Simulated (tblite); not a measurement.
Species: 3-ethylpentane, C₇H₁₆.
Bonds: C1–C2, C2–C3, C3–C4, C4–C5, C3–C6, C6–C7. Hydrogens: H8, H9, H10 on C1; H11, H12 on C2; H13 on C3; H14, H15 on C4; H16, H17, H18 on C5; H19, H20 on C6; H21, H22, H23 on C7.

Computed with GFN2-xTB (tblite), gas phase: Langevin dynamics at 300 K from the optimised GFN2-xTB geometry, time step 0.5 fs, friction 0.01 fs⁻¹, 2000 steps. The instantaneous temperature is 2·E(kin)/(3Nk) with all 3N coordinates.

```tsv
t (fs)	T (K)	E(pot) above start (eV)	C1–C2 (Å)	C2–C3 (Å)	C3–C4 (Å)	C4–C5 (Å)	C3–C6 (Å)	C1–H8 (Å)	C1–C2–C3–C4 (°)
0	240	0.000	1.525	1.537	1.536	1.525	1.533	1.087	64
50	160	0.601	1.534	1.532	1.586	1.542	1.550	1.103	69
100	242	0.519	1.552	1.579	1.566	1.487	1.530	1.074	81
150	224	0.912	1.502	1.533	1.538	1.550	1.566	1.096	89
200	248	0.742	1.544	1.524	1.549	1.528	1.497	1.062	80
250	290	0.791	1.528	1.518	1.575	1.523	1.525	1.085	64
300	284	0.727	1.578	1.517	1.486	1.509	1.591	1.118	68
350	278	0.571	1.489	1.557	1.553	1.521	1.570	1.061	58
400	203	0.835	1.525	1.588	1.498	1.604	1.559	1.131	45
450	253	0.719	1.561	1.523	1.524	1.477	1.508	1.059	76
500	207	0.761	1.554	1.502	1.534	1.567	1.524	1.112	80
550	263	0.834	1.540	1.564	1.528	1.528	1.476	1.126	73
600	252	1.057	1.477	1.544	1.508	1.491	1.537	1.065	66
650	227	0.981	1.557	1.539	1.547	1.573	1.524	1.079	79
700	301	0.640	1.591	1.553	1.534	1.507	1.576	1.116	73
750	275	0.612	1.485	1.578	1.526	1.538	1.536	1.075	73
800	275	0.736	1.509	1.565	1.526	1.555	1.518	1.097	74
850	270	0.703	1.552	1.549	1.523	1.537	1.544	1.084	77
900	206	0.778	1.532	1.547	1.532	1.507	1.551	1.105	66
950	294	0.650	1.539	1.546	1.529	1.523	1.590	1.075	63
1000	252	0.715	1.545	1.587	1.554	1.535	1.491	1.132	72
```

**Question.** From 500 fs on, how do temperature and potential energy compare with equipartition?

**Answer.** The mean temperature of these 11 frames is 256 K against the target 300 K, and the mean potential energy 0.77 eV against 63 × kT/2 = 0.81 eV for 63 classical harmonic modes. For 23 atoms in a canonical ensemble the temperature itself scatters by T·√(2/(3N)) = 51 K; here its standard deviation is 31 K. The whole run lasts only 10 friction times of 100 fs, so these averages carry a wide statistical error.

**Question.** What are the kinetic and total energies of the listed frame with the highest potential energy?

**Answer.** The one at 600 fs, 1.057 eV above the start. Its kinetic energy is 3NkT/2 = 0.748 eV at 252 K, so the sum is 1.80 eV; over the listed frames the sum runs from 0.71 to 1.80 eV, since the thermostat adds and removes energy.

**Question.** How much do the listed bonds fluctuate from 500 fs on?

**Answer.** 
```
 bond  at the start (Å)  mean (Å)  standard deviation (Å)
C1–C2             1.525     1.535                   0.032
C2–C3             1.537     1.552                   0.021
C3–C4             1.536     1.531                   0.012
C4–C5             1.525     1.533                   0.024
C3–C6             1.533     1.533                   0.032
C1–H8             1.087     1.097                   0.022
```

The motion is classical and holds no zero-point motion.

What follows is the cost of the whole dynamics run. On an Arm Neoverse V1 with one thread, shared host with 32 logical CPUs at a one-minute load of 12, this took 13 s and 0.24 GiB of memory at its peak.
